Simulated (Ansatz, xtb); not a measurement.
# C5H4ClFS: 4 structures ranked

4 gas-phase structures of C5H4ClFS, from a drawn sample of its isomers (lower ones may exist). Each was relaxed with GFN2-xTB:

A. `FCc1csc(Cl)c1`, a singlet
B. `FCc1ccsc1Cl`, a singlet
C. `FCc1ccc(Cl)s1`, a singlet
D. `FCc1cscc1Cl`, a singlet

Q: Make a reasoned guess at their ranking by r2SCAN-D4/def2-SVP single-point energy.

A: Calculated order at r2SCAN-D4/def2-SVP: D (0.0), B (11.3), C (16.6), A (16.7) kJ/mol. Less than 1 kcal/mol parts C and A, so the order within that pair means little.

Energies above the lowest of each column, in kJ/mol; the last columns are at B3LYP/def2-SVP geometries:

```json
{"structure": "D", "GFN2-xTB": "0.0", "HF/STO-3G": "0.0", "r2SCAN-D4/def2-SVP": "0.0", "B3LYP/def2-SVP": "0.0", "CCSD(T)/def2-SVP + ΔMP2/def2-TZVPP": "0.0"}
{"structure": "B", "GFN2-xTB": "14.4", "HF/STO-3G": "9.4", "r2SCAN-D4/def2-SVP": "11.3", "B3LYP/def2-SVP": "11.5", "CCSD(T)/def2-SVP + ΔMP2/def2-TZVPP": "12.9"}
{"structure": "C", "GFN2-xTB": "17.9", "HF/STO-3G": "10.6", "r2SCAN-D4/def2-SVP": "16.6", "B3LYP/def2-SVP": "15.8", "CCSD(T)/def2-SVP + ΔMP2/def2-TZVPP": "19.1"}
{"structure": "A", "GFN2-xTB": "17.1", "HF/STO-3G": "12.4", "r2SCAN-D4/def2-SVP": "16.7", "B3LYP/def2-SVP": "12.1", "CCSD(T)/def2-SVP + ΔMP2/def2-TZVPP": "12.4"}
```

Every level run on D puts it lowest or level with the lowest. CCSD(T)/def2-SVP + ΔMP2/def2-TZVPP orders those it was run on as D (0.0), A (12.4), B (12.9), C (19.1) kJ/mol. Less than 1 kcal/mol parts A and B, so the order within that pair means little. Flexible structures stand in one conformer each, not always the lowest. B keeps a small imaginary mode. ΔMP2 is the change of the MP2 energy from the smaller to the larger basis.

Over these structures GFN2-xTB departs from r2SCAN-D4/def2-SVP by 1.0 kJ/mol on average once a common shift is removed. A GFN2-xTB relaxation took about 0.076 s and the r2SCAN-D4/def2-SVP energy about 1.3 s on a shared host (Ansatz 0.2.0, xtb 6.7.1).
